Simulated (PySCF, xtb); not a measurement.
H4OSe2Si, SMILES [SiH3]O[Se][SeH].

GFN2-xTB (xtb) at its own geometry gives an orbital gap of 3.21 eV and a dipole moment of 0.25 D.

The structure is a stationary point at PBE0-D3(BJ)/def2-SVP. This is a generated structure with no PubChem entry under its InChIKey; it may be hypothetical. The values are those of a single conformer.

Q: What does PBE/def2-TZVP (PySCF) give? (Estimate from the structure and the level; the computed values follow.)

A: gap 3.31 eV (levels -5.70 and -2.39 eV), dipole 0.69 D.
